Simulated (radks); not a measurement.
Values are calculated unless marked as measured or tabulated.
Valence configurations of Sb I (all share [Kr]). Code: a radial shooting solver on a logarithmic mesh with Libxc functionals. Model: scalar-relativistic Kohn-Sham, r2SCAN, spin-unpolarised, spherical densities, finite nucleus; meta-GGA in the generalised Kohn-Sham scheme; Fermi nuclear charge, rms radius 4.6802 fm. Order these by energy: 4d10 5s2 5p3; 4d9 5s2 5p4; 4d9.5 5p5.5; 4d10 5s1 5p4; 4d10 5s1.5 5p3.5; 4d9 5s1 5p5; 4d9.5 5s1 5p4.5; 4d7 5s2 5p6; 4d10 5p5; 4d8 5s2 5p5.

Answer. From the lowest, in eV above it: 4d10 5s2 5p3 0.000; 4d10 5s1.5 5p3.5 4.158; 4d10 5s1 5p4 8.349; 4d10 5p5 16.828; 4d9.5 5s1 5p4.5 24.087; 4d9 5s2 5p4 31.871; 4d9.5 5p5.5 32.966; 4d9 5s1 5p5 41.017; 4d8 5s2 5p5 68.570; 4d7 5s2 5p6 110.10. NIST lists [Kr] 4d10 5s2 5p3 as the ground configuration; this level of theory agrees among the configurations tried. The energies are those of spherical spin-averaged densities, not of single terms.
